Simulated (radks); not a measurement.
Dynamic dipole polarisability and lines of neutral zinc, [Ar] 3d10 4s2. Method: scalar-relativistic Kohn-Sham, LB94 model potential, spin-polarised, spherical densities, finite nucleus; Fermi nuclear charge, rms radius of each element as measured or else 0.836 A^(1/3) + 0.57 fm; computed with a radial shooting solver on a logarithmic mesh with Libxc functionals. Time-dependent linear response with the Hartree and adiabatic LDA kernel, continuum included through the Sternheimer equations, no spin-orbit coupling, so fine structure and intercombination lines are absent. Lines are the poles of the dipole polarisability below minus the highest occupied eigenvalue, found on a grid refined at the orbital gaps; the lowest seven at most are given, and weak or close lines can be missed. The first line takes the name of the lowest orbital gap if no other gap lies below it; otherwise a line is named after a gap within 0.6 % of it, if that gap stands alone.

photon energy (eV),alpha (bohr^3)
0,28.20
0.174,28.22
0.869,28.61
1.564,29.56
2.260,31.22
2.955,33.85
3.650,38.01
4.346,44.91
5.041,57.74
5.736,88.43
6.432,250.8
7.127,-195.9
7.822,-58.77
8.518,-27.73
9.213,-122.8
9.908,-18.42

Lines (eV, oscillator strength): 6.757 (183.5 nm, 4s-4p), f = 1.41; 9.189 (134.9 nm, unassigned), f = 0.0626; 9.808 (126.4 nm, 4s-6p), f = 0.0134; 10.095 (122.8 nm, 4s-7p), f = 0.00508; 10.249 (121.0 nm, unassigned), f = 0.00241; 10.341 (119.9 nm, unassigned), f = 0.00133. Higher lines, where found, are left out when the end of the mesh affects them. Those listed give 84 % of the static polarisability (sum of f/w^2). Orbital energy gaps for comparison: 4s-4p 5.697 eV; 4s-5p 9.101 eV; 4s-6p 9.781 eV; 4s-7p 10.083 eV; 4s-8p 10.243 eV. At laser wavelengths: 1550 nm 28.55, 1064 nm 28.94, 780 nm 29.61, 532 nm 31.44, 355 nm 36.88, 266 nm 49.64, 193 nm 245.4 bohr^3. Measured terms reached by dipole lines (averaged over J; NIST Handbook of Basic Atomic Spectroscopic Data, eV): 4s-4p 5.796; those above the model threshold have no computed partner.
